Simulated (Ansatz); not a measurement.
## A rate constant, worked out

An elementary step of SiNH4Cl3O, singlet (SiHCl₃O ([OH][Si]([Cl])([Cl])[Cl]) + NH₃ → SiNH₂Cl₃ ([NH2][Si]([Cl])([Cl])[Cl]) + H₂O; Si–O, H–N broken or loosened, Si–N, O–H formed or tightened). The start structure is the complex of the reactants, bound by 0.39 eV, and the electronic barrier above it is 1.644 eV by CCSD(T) at an estimated basis limit (MP2 extrapolated from triple and quadruple zeta, plus CCSD(T) − MP2 in triple zeta). Computed with Ansatz 0.2.0 (basis: def2-TZVPP and def2-QZVPP); correlated methods freeze the cores. Extrapolation: Hartree–Fock as exp(−7.88 √X), correlation as X^−2.97. Harmonic wavenumbers at PBE0-D4/def2-TZVP (Ansatz 0.2.0), in cm⁻¹:

Start: 114, 132, 191, 230, 246, 266, 272, 300, 378, 440, 478, 515, 566, 772, 778, 902, 991, 1281, 1634, 1641, 3480, 3602, 3616, 3875.

Saddle: 1150i, 89, 103, 219, 225, 247, 289, 300, 351, 419, 518, 532, 577, 685, 786, 836, 880, 914, 1506, 1574, 1918, 3533, 3618, 3874.

Question: Work out the transition-state-theory rate constant at 600 K from these numbers alone (harmonic vibrations; rotation, path degeneracy and anharmonicity left out), and the Wigner tunnelling factor. Use 1 cm⁻¹ = 1.2398 × 10⁻⁴ eV and k_B = 8.617 × 10⁻⁵ eV/K.

Answer: Zero-point energies, half the sums: start 26700/2 cm⁻¹ = 1.6552 eV; saddle, real modes only, 23993/2 cm⁻¹ = 1.4874 eV.
Barrier with zero-point energy: 1.644 + 1.4874 − 1.6552 = 1.4762 eV.
k_BT = 0.05170 eV, so the barrier is 28.55 k_BT.
Vibrational partition functions from the zero-point level, ln q = −Σ ln(1 − exp(−hν/k_BT)): start 10.173, saddle 9.915.
k = (k_BT/h) exp(ln q‡ − ln q) exp(−E0/k_BT), with log₁₀(k_BT/h in s⁻¹) = 13.10: log₁₀ k = 13.10 + (-0.258 − 28.55)/2.3026 = 0.59, so k ≈ 4 × 10^(0) s⁻¹.
Wigner factor: 1 + (hν‡/k_BT)²/24 = 1 + (2.76)²/24 = 1.32. A change of 1 kcal/mol (0.043 eV) in the barrier would change k by a factor of 2.3 at this temperature.

The T1 diagnostic stays at or below 0.010.

Labels in which every atom is bracketed show which atoms are joined, not bond orders.

For scale, one of the runs: CCSD(T)/def2-TZVPP, 286 basis functions, launched by `ansatz run in.yaml --threads 8 --pin off --events-out ev --progress --plain --max-ram 19148MiB`. Time: 2.9 min of wall clock on 8 CPU threads of an Arm Neoverse V2; the host was shared. Peak host memory: 8.2 GiB.
